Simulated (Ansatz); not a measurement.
(H2Al-mu-Cl)2 (Al2H4Cl2). The state is a singlet with charge 0. Geometry r2SCAN-D4/def2-SVP, basis def2-TZVP, Ansatz.

```xyz
8

Al   -1.132   -0.476    1.099
H    -1.497    0.564    2.224
H    -1.722   -1.923    0.899
Cl    1.184   -0.610    0.955
Al    1.132    0.476   -1.099
H     1.490   -0.572   -2.220
H     1.729    1.922   -0.908
Cl   -1.183    0.619   -0.950
```

| run | HOMO (eV) | LUMO (eV) |
| --- | --- | --- |
| A | -8.42 | -0.97 |
| B | -7.12 | -1.62 |
| C | -7.47 | -1.35 |
| D | -7.14 | -1.75 |
| E | -7.16 | -2.04 |
| F | -9.65 | -0.15 |

Task: The runs used BHLYP, LDA (SPW92), PBE, PBE0, r2SCAN, revPBE. Estimate which is which.

Result: A PBE0 (25 % exact exchange); B revPBE (0 % exact exchange); C r2SCAN (0 % exact exchange); D PBE (0 % exact exchange); E LDA (SPW92) (0 % exact exchange); F BHLYP (50 % exact exchange). Exact exchange lowers occupied and raises empty levels; among semilocal functionals meta-GGAs tend to open the gap a little, and such runs are hard to tell apart. The gap grows from 5.12 eV (LDA (SPW92)) to 9.50 eV (BHLYP).
